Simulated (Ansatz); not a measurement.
Geometry optimisation, Ansatz, RKS PBE-D4/def2-SVP.

Input file:

```yaml
crystal:
  periodic: [false, false, false]
  atoms:
    - { symbol: Ge, position_ang: [-1.139483, 0.204498, -1.230388] }
    - { symbol: F, position_ang: [1.076587, -1.870508, -0.76598] }
    - { symbol: H, position_ang: [0.056393, 0.309349, -2.198064] }
    - { symbol: H, position_ang: [-2.377508, 0.921645, -1.862175] }
    - { symbol: H, position_ang: [-1.522998, -1.239333, -0.851778] }
    - { symbol: H, position_ang: [0.974416, 0.020003, 1.677128] }
    - { symbol: "N", position_ang: [-0.610352, 1.075911, 0.374292] }
    - { symbol: H, position_ang: [1.131669, -1.793285, 0.148014] }
    - { symbol: O, position_ang: [1.674955, -0.591886, 1.975778] }
    - { symbol: H, position_ang: [-0.318471, 2.042722, 0.180081] }
    - { symbol: H, position_ang: [-1.406247, 1.146456, 1.02297] }
    - { symbol: H, position_ang: [2.461039, -0.225572, 1.530121] }
basis:
  gaussian: { orbitals: def2-SVP }
hamiltonian:
  xc: pbe
  dispersion: d4
relax:
  f_tol: 0.03
  max_steps: 50
```

Run as:

```bash
$ ansatz run input.yaml --threads 2 --pin off --max-ram 3072MiB --backend cpu --events-out ev --progress --plain --runs-dir out
```

Problem. Where does it end, and by what steps?

Solution. The run converged. The force dipped under the threshold on the way, but the program's further checks kept it going. After 17 steps the energy has fallen by 0.510 eV; H12 moved furthest, 0.64 Å.

```json
{"step": "0", "energy less start (eV)": "0.0000", "largest force component (eV/Å)": "1.638", "accepted": "yes"}
{"step": "1", "energy less start (eV)": "-0.2085", "largest force component (eV/Å)": "0.605", "accepted": "yes"}
{"step": "2", "energy less start (eV)": "-0.3897", "largest force component (eV/Å)": "0.569", "accepted": "yes"}
{"step": "3", "energy less start (eV)": "-0.4811", "largest force component (eV/Å)": "0.478", "accepted": "yes"}
{"step": "4", "energy less start (eV)": "-0.4786", "largest force component (eV/Å)": "0.444", "accepted": "no"}
{"step": "5", "energy less start (eV)": "-0.4956", "largest force component (eV/Å)": "0.243", "accepted": "yes"}
{"step": "6", "energy less start (eV)": "-0.4969", "largest force component (eV/Å)": "0.174", "accepted": "yes"}
{"step": "7", "energy less start (eV)": "-0.5030", "largest force component (eV/Å)": "0.068", "accepted": "yes"}
{"step": "8", "energy less start (eV)": "-0.5055", "largest force component (eV/Å)": "0.029", "accepted": "yes"}
{"step": "9", "energy less start (eV)": "-0.5063", "largest force component (eV/Å)": "0.051", "accepted": "yes"}
{"step": "10", "energy less start (eV)": "-0.5069", "largest force component (eV/Å)": "0.109", "accepted": "yes"}
{"step": "11", "energy less start (eV)": "-0.5072", "largest force component (eV/Å)": "0.103", "accepted": "yes"}
{"step": "12", "energy less start (eV)": "-0.5081", "largest force component (eV/Å)": "0.011", "accepted": "yes"}
{"step": "13", "energy less start (eV)": "-0.5086", "largest force component (eV/Å)": "0.049", "accepted": "yes"}
{"step": "14", "energy less start (eV)": "-0.5087", "largest force component (eV/Å)": "0.106", "accepted": "yes"}
{"step": "15", "energy less start (eV)": "-0.5092", "largest force component (eV/Å)": "0.047", "accepted": "yes"}
{"step": "16", "energy less start (eV)": "-0.5094", "largest force component (eV/Å)": "0.010", "accepted": "yes"}
{"step": "17", "energy less start (eV)": "-0.5098", "largest force component (eV/Å)": "0.008", "accepted": "yes"}
```

```xyz
12
Properties=species:S:1:pos:R:3
Ge -0.979 0.183 -1.177
F 0.779 -2.043 -0.283
H 0.348 0.135 -1.958
H -1.960 1.168 -1.891
H -1.664 -1.175 -0.955
H 0.804 0.156 1.193
N -0.583 0.896 0.546
H 1.167 -1.520 0.457
O 1.609 -0.427 1.428
H -0.500 1.921 0.505
H -1.362 0.705 1.192
H 2.341 0.002 0.945
```

Time of the run: 27 s on 2 threads of Intel(R) Xeon(R) Platinum 8488C (Sapphire Rapids), with other jobs on the host, peak memory 0.17 GiB.
